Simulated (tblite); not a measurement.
Species: C5H9BrF2Si.
Numbering: `[F:1][CH2:2][C@:3]1([SiH2:4][Br:5])[CH2:6][C@H:7]([F:8])[CH2:9]1` (hydrogens: H10, H11 on C2; H12, H13 on Si4; H14, H15 on C6; H16 on C7; H17, H18 on C9)

Computed with GFN2-xTB (tblite), gas phase: L-BFGS steps from a force-field or distance-geometry start until the largest atomic force falls under 0.01 eV/Å.

Step 37: E = -833.2108 eV
```
atom  x, y, z in Å  |  force x, y, z in eV/Å
F1     -2.1655   -1.4757   -0.3750   -0.022   0.013   0.019
C2     -1.1053   -1.3068    0.4890    0.007  -0.004  -0.012
C3     -0.2914   -0.0961    0.0736    0.000   0.013   0.011
Si4    -1.5062    1.3433   -0.2226    0.067   0.034   0.003
Br5    -0.3177    3.2170   -0.1217   -0.004  -0.011  -0.013
C6      0.6731   -0.3460   -1.1130   -0.013   0.004   0.043
C7      1.8662   -0.0241   -0.2060   -0.001  -0.010  -0.013
F8      2.7549   -1.0631   -0.0701   -0.015  -0.021   0.001
C9      0.9272    0.1427    0.9950    0.012   0.016  -0.023
H10    -1.5350   -1.1637    1.4873    0.003  -0.027  -0.009
H11    -0.5290   -2.2365    0.4675    0.039  -0.007  -0.021
H12    -2.4903    1.4403    0.8432   -0.010   0.015   0.018
H13    -2.0454    1.2915   -1.5692   -0.028  -0.012  -0.010
H14     0.6753   -1.3763   -1.4682    0.019   0.043   0.003
H15     0.5598    0.3244   -1.9657    0.029  -0.062   0.020
H16     2.4597    0.8527   -0.4798   -0.044   0.008   0.011
H17     1.0720   -0.6337    1.7468   -0.023   0.015  -0.048
H18     0.9889    1.1165    1.4772   -0.016  -0.006   0.018
```

Step 38: E = -833.2114 eV
```
atom  x, y, z in Å  |  force x, y, z in eV/Å
F1     -2.1723   -1.4695   -0.3715   -0.007   0.011   0.020
C2     -1.1068   -1.3087    0.4880    0.012  -0.001  -0.004
C3     -0.2911   -0.0984    0.0757    0.006   0.012  -0.016
Si4    -1.5038    1.3407   -0.2224    0.041   0.066   0.006
Br5    -0.3157    3.2162   -0.1320   -0.007  -0.024  -0.010
C6      0.6726   -0.3454   -1.1112    0.026   0.002   0.017
C7      1.8666   -0.0222   -0.2057    0.001  -0.008   0.009
F8      2.7557   -1.0613   -0.0692   -0.020  -0.014  -0.004
C9      0.9277    0.1428    0.9955   -0.004   0.011  -0.006
H10    -1.5316   -1.1670    1.4881   -0.002  -0.036   0.006
H11    -0.5336   -2.2405    0.4602    0.030   0.001  -0.021
H12    -2.4872    1.4429    0.8439   -0.004   0.014   0.019
H13    -2.0479    1.2875   -1.5669   -0.025  -0.016  -0.013
H14     0.6793   -1.3741   -1.4708    0.009   0.033   0.017
H15     0.5587    0.3255   -1.9628    0.023  -0.046   0.008
H16     2.4605    0.8553   -0.4767   -0.051   0.001  -0.001
H17     1.0739   -0.6334    1.7464   -0.017  -0.001  -0.035
H18     0.9861    1.1160    1.4797   -0.011  -0.006   0.009
```

Step 39: E = -833.2119 eV
```
atom  x, y, z in Å  |  force x, y, z in eV/Å
F1     -2.1769   -1.4654   -0.3688    0.005   0.009   0.019
C2     -1.1076   -1.3102    0.4872    0.015   0.002   0.003
C3     -0.2910   -0.0998    0.0770    0.005   0.013  -0.030
Si4    -1.5015    1.3401   -0.2222    0.000   0.066   0.003
Br5    -0.3144    3.2155   -0.1390    0.002  -0.017  -0.008
C6      0.6726   -0.3451   -1.1095    0.044   0.000  -0.008
C7      1.8668   -0.0211   -0.2054    0.000  -0.004   0.026
F8      2.7556   -1.0606   -0.0687   -0.018  -0.007  -0.005
C9      0.9280    0.1434    0.9956   -0.018   0.004   0.011
H10    -1.5294   -1.1703    1.4887    0.000  -0.039   0.014
H11    -0.5359   -2.2432    0.4548    0.020   0.012  -0.023
H12    -2.4849    1.4452    0.8448    0.007   0.012   0.011
H13    -2.0498    1.2851   -1.5655   -0.018  -0.017  -0.004
H14     0.6823   -1.3722   -1.4722    0.001   0.010   0.025
H15     0.5586    0.3250   -1.9608    0.015  -0.021  -0.009
H16     2.4600    0.8572   -0.4746   -0.044  -0.001  -0.011
H17     1.0748   -0.6330    1.7453   -0.011  -0.016  -0.016
H18     0.9840    1.1158    1.4817   -0.005  -0.003   0.003
```

**Question.** Estimate the geometry and energy of step 40. (The exact step hangs on the optimiser's Hessian estimate; all steps are aligned on step 39, rigid shifts and turns removed.)

**Answer.** E = -833.2124 eV, largest force 0.055 eV/Å
```
atom  x, y, z in Å  |  force x, y, z in eV/Å
F1     -2.1808   -1.4616   -0.3661    0.014   0.005   0.016
C2     -1.1080   -1.3113    0.4867    0.014   0.006   0.005
C3     -0.2908   -0.1006    0.0775   -0.001   0.015  -0.030
Si4    -1.4997    1.3405   -0.2220   -0.036   0.041  -0.003
Br5    -0.3133    3.2144   -0.1452    0.016   0.002  -0.006
C6      0.6734   -0.3448   -1.1081    0.038  -0.001  -0.023
C7      1.8669   -0.0203   -0.2046   -0.003   0.001   0.032
F8      2.7553   -1.0601   -0.0685   -0.011   0.000  -0.001
C9      0.9279    0.1439    0.9958   -0.026  -0.003   0.020
H10    -1.5276   -1.1738    1.4896    0.008  -0.038   0.014
H11    -0.5375   -2.2453    0.4498    0.010   0.022  -0.023
H12    -2.4829    1.4473    0.8459    0.018   0.012   0.003
H13    -2.0516    1.2826   -1.5645   -0.012  -0.016   0.008
H14     0.6848   -1.3704   -1.4729   -0.001  -0.017   0.028
H15     0.5591    0.3244   -1.9592    0.012   0.002  -0.025
H16     2.4586    0.8588   -0.4732   -0.029   0.001  -0.016
H17     1.0753   -0.6330    1.7441   -0.009  -0.028   0.002
H18     0.9822    1.1156    1.4834   -0.001  -0.001  -0.001
```

The energy changes by -0.0004 eV. The first-order estimate −F·Δx gives -0.0006 eV and the mean of the old and new forces, exact on a quadratic surface, -0.0004 eV. The step makes an angle of 71° with the force vector and moves no atom by more than 0.006 Å.

What follows is the cost of the whole relaxation. Hardware: Arm Neoverse N1, one thread, shared host with 64 logical CPUs at a one-minute load of 60. Cost: 1.6 s of wall time.
